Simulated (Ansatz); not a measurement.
Na₃Sb⁺. Total charge 1; doublet. Geometry r2SCAN-D4/def2-TZVP; atoms count from 1.

```xyz
4

Na    2.344   -1.706    0.107
Na   -2.107   -0.309    1.983
Na   -0.235    2.007   -2.093
Sb   -0.003    0.007    0.003
```

In the def2 sets Sb takes a core potential; there is no spin–orbit coupling. The structure comes from a short search, and lower isomers may exist.

**Question.** Estimate the Mulliken populations from the PBE0/def2-TZVP orbitals of Ansatz.

**Answer.** 
| atom | charge (e) | spin (α − β) |
| --- | --- | --- |
| Na1 | 0.53 | -0.04 |
| Na2 | 0.53 | -0.04 |
| Na3 | 0.53 | -0.04 |
| Sb4 | -0.59 | 1.11 |
Mulliken values and Mayer orders depend strongly on the basis.

**Question.** Where does the spin sit?

**Answer.** Summed by element: Na -0.11, Sb 1.11, of 1 unpaired in all. Largest on single atoms: Sb4 1.11, Na2 -0.04, Na3 -0.04.

**Question.** And the Mayer bond orders between bonded heavy atoms (over 0.3)?

**Answer.** Na1–Sb4 0.68 (2.91 Å); Na2–Sb4 0.67 (2.91 Å); Na3–Sb4 0.67 (2.91 Å).
